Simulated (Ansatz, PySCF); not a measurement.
This Ansatz (a quantum-chemistry and plane-wave program) input computes a PBE0/def2-TZVPD energy:

Ansatz 0.2 input:
```yaml
crystal:
  periodic: [false, false, false]
  atoms:
    - {symbol: C, position_ang: [-1.04362215, 0.14891845, -0.14969924]}
    - {symbol: S, position_ang: [0.55418527, -0.01630678, 0.03077809]}
    - {symbol: H, position_ang: [-1.39596080, 0.95534934, -0.78706621]}
    - {symbol: H, position_ang: [-1.76903875, -0.49975121, 0.32998966]}
    - {symbol: H, position_ang: [0.55976817, -1.08820041, 0.86282249]}
basis:
  gaussian:
    orbitals: def2-TZVPD
hamiltonian:
  xc: {name: PBE0}
total_charge: 1
output: {forces: true}
```

### Question
Write an input for the same energy in PySCF and say what it gives.

### Answer

```python
from pyscf import gto, scf, dft

mol = gto.M(
    atom='''
    C    -1.04362215    0.14891845   -0.14969924
    S     0.55418527   -0.01630678    0.03077809
    H    -1.39596080    0.95534934   -0.78706621
    H    -1.76903875   -0.49975121    0.32998966
    H     0.55976817   -1.08820041    0.86282249
    ''',
    basis='def2-tzvpd',
    charge=1,
    spin=0,
    verbose=4,
)

mf = dft.RKS(mol, xc='pbe0').density_fit(auxbasis='def2-universal-jkfit')
mf.grids.level = 3
mf.conv_tol = 1e-9
mf.max_cycle = 100
mf.max_memory = 1500
mf.kernel()
if not mf.converged:
    mf = mf.newton()
    mf.kernel(mf.make_rdm1())
mf.analyze()
```
It gives -437.60063 Eh, and Ansatz -437.60059 Eh, a difference of 0.04 mEh, from the treatment of integrals and grids.

It need not be the lowest isomer of its formula.
